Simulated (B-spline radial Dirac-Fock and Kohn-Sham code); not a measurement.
Neutral iridium: differential elastic cross section for electrons at 300 eV

Calculated with an atomic code on a B-spline grid, using relativistic (Dirac) partial waves in the static field of the Dirac-Fock atom with Furness-McCarthy exchange, without polarisation or absorption potentials.

```
θ (°)  dσ/dΩ (a₀²/sr)  Sherman function
    0             116             0.000
    1             115             0.000
    2             112             0.001
    3             106             0.001
    5            91.4             0.002
    7            73.8             0.002
   10            49.2             0.003
   15            21.9             0.005
   20            8.60             0.003
   25            2.80            -0.014
   30           0.751            -0.090
   40           0.994            -0.020
   50            1.48             0.042
   60           0.728             0.104
   70          0.0582             0.300
   80           0.196            -0.254
   90           0.516            -0.145
  100           0.408            -0.136
  110          0.0941            -0.216
  120         0.00790             0.471
  130          0.0915             0.099
  140          0.0711             0.023
  150          0.0421            -0.212
  160           0.332            -0.043
  170           0.881            -0.012
  180            1.17             0.000
```

The total elastic cross section is 19.6 a₀², the first transport cross section 3.65 a₀² and the second, weighted with (3/2) sin²θ, 5.59 a₀². The mean deflection is ⟨1 − cos θ⟩ = 0.186, and 6.6 % of the collisions scatter beyond 90°.

On this grid of angles the cross section has minima near 30°, 70°, 120°, 150°, from interference among the few low partial waves with large phase shifts.
